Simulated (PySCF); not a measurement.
# Electronic structure of Se³⁺ (selenium, charge +3) at the UHF level

Configuration: [Ar] 3d10 4s2 4p1, 2P determinant. Computed with PySCF 2.14 in def2-SVP, with no relativity, point nucleus.

```json
{"Total energy": "-2397.311178 hartree", "One-electron energy": "-3298.6308 hartree", "Hartree (Coulomb) energy": "985.9006 hartree", "Exchange energy": "-84.5809 hartree", "Kinetic energy": "2397.13001 hartree", "⟨S²⟩": "0.7578", "⟨L²⟩": "2.023", "Sum of ⟨r⟩": "17.77 bohr", "Sum of ⟨r²⟩": "19.07 bohr²", "Traceless quadrupole moment −½Σ⟨3z² − r²⟩ along its main axis": "-1.71 e·bohr²", "Density at the nucleus (Gaussians lack the cusp)": "25500 bohr⁻³", "Spin density at the nucleus": "0.126 bohr⁻³", "Langevin diamagnetic susceptibility": "-15.1 ×10⁻⁶ cm³/mol", "Time after the integrals": "0.11 s of wall time on 1 thread of AMD EPYC 7R43 64-Core Processor (shared host)"}
```

```
shell  electrons  mean orbital energy (eV)  spread (eV)  rms radius, mean of both spins (bohr)
 1s α          1                  -12577.0            0                                 0.0521
 1s β          1                  -12576.9            0                                 0.0521
 2s α          1                   -1687.3            0                                  0.216
 2s β          1                   -1687.2            0                                  0.216
 2p α          3                   -1513.6        0.090                                  0.191
 2p β          3                   -1513.4        0.256                                  0.191
 3s α          1                   -279.64            0                                  0.623
 3s β          1                   -279.38            0                                  0.623
 3p α          3                   -217.83        0.074                                  0.640
 3p β          3                   -217.48        0.830                                  0.640
 3d α          5                   -108.63        0.440                                  0.689
 3d β          5                   -108.45        0.788                                  0.689
 4s α          1                   -54.654            0                                   1.81
 4s β          1                   -51.512            0                                   1.81
 4p α          1                   -42.160            0                                   2.05
```
